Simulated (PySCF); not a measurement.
PySCF 2.14 output of an unrestricted PBE0 calculation on a single atom or ion in def2-SVP (5s3p2d1f, 31 functions), with no relativity, point nucleus:

```
SCF conv_tol = 1e-09
number electrons alpha = 15  beta = 9
    C. Adamo and V. Barone.,  J. Chem. Phys. 110, 6158 (1999)
    M. Ernzerhof and G. E. Scuseria.,  J. Chem. Phys. 110, 5029 (1999)
cycle= 1 E= -1150.34664536692  delta_E= -0.0012  |g|= 0.0293  |ddm|= 0.153
cycle= 2 E= -1150.34686041779  delta_E= -0.000215  |g|= 0.0192  |ddm|= 0.0644
cycle= 3 E= -1150.34701910771  delta_E= -0.000159  |g|= 0.00014  |ddm|= 0.0176
cycle= 4 E= -1150.34701914959  delta_E= -4.19e-08  |g|= 7.42e-06  |ddm|= 0.00191
cycle= 5 E= -1150.34701914963  delta_E= -4.37e-11  |g|= 5.03e-07  |ddm|= 5.02e-05
converged SCF energy = -1150.34701914963  <S^2> = 12.00007  2S+1 = 7.0000201
```

The run itself started from symmetry-adapted Hartree-Fock orbitals and held the occupation by maximum overlap, on a logarithmic radial grid, so the iterations belong to that start.

Question: Which element, charge and spin multiplicity is this?

Answer: Mn⁺ (manganese, charge +1), multiplicity 7; the state was [Ar] 3d5 4s1, high-spin 7S determinant.
